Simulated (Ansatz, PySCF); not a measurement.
Gas-phase reaction (SMILES): [NH2][Al]([Br])[Br] + F (HF) → [F][Al]([Br])[Br] + N (NH3); hydrogen fluoride cleaves one Al-N bond, a model of a ligand-exchange step.

Each molecule is optimised on its own at B3LYP-D3(BJ)/def2-TZVP (Ansatz, an electronic-structure program), one conformer each, not searched for the lowest. Cores are frozen in the correlated levels unless marked. No spin-orbit coupling. Frozen are the shells of the preceding noble gas and the d and f shells that filled before the atom's block. Non-relativistic. CBS(X,Y): correlation extrapolated as X^-3; Hartree-Fock from the larger set. Thermal terms are rigid-rotor harmonic-oscillator values from B3LYP-D3(BJ) frequencies (Ansatz or PySCF) at 298.15 K and 1 atm. 1 Eh = 627.5095 kcal/mol.

| species | E, CCSD(T)/CBS(def2-TZVPPD,def2-QZVPPD) (Ansatz) (Eh) | E, r2SCAN-D4/def2-TZVPD (Ansatz + dftd4) (Eh) | H - E (Eh) |
|---|---|---|---|
| [NH2][Al]([Br])[Br] | -5443.46782 | -5446.83277 | 0.03536 |
| F (HF) | -100.39266 | -100.44728 | 0.01259 |
| [F][Al]([Br])[Br] | -5487.38591 | -5490.76374 | 0.01130 |
| N (NH3) | -56.50452 | -56.54744 | 0.03799 |

Q: Work out ΔE and ΔH at 298.15 K at the first level, then ΔH at the second.

A: 
1. ΔE = [(-5487.38591) + (-56.50452)] - [(-5443.46782) + (-100.39266)] = -0.02995 Eh = -18.8 kcal/mol at CCSD(T)/CBS(def2-TZVPPD,def2-QZVPPD).
2. The terms H - E add up to 0.00134 Eh, so ΔH = (-0.02995 + (0.00134))×627.5095 = -18.0 kcal/mol.
3. At r2SCAN-D4/def2-TZVPD the same steps give ΔE = -19.5 and ΔH = -18.7 kcal/mol, a shift of -0.7 from the first level.
4. These values are not checked against measurement here, since the tables used lack a sound gas-phase enthalpy of formation for at least one species.
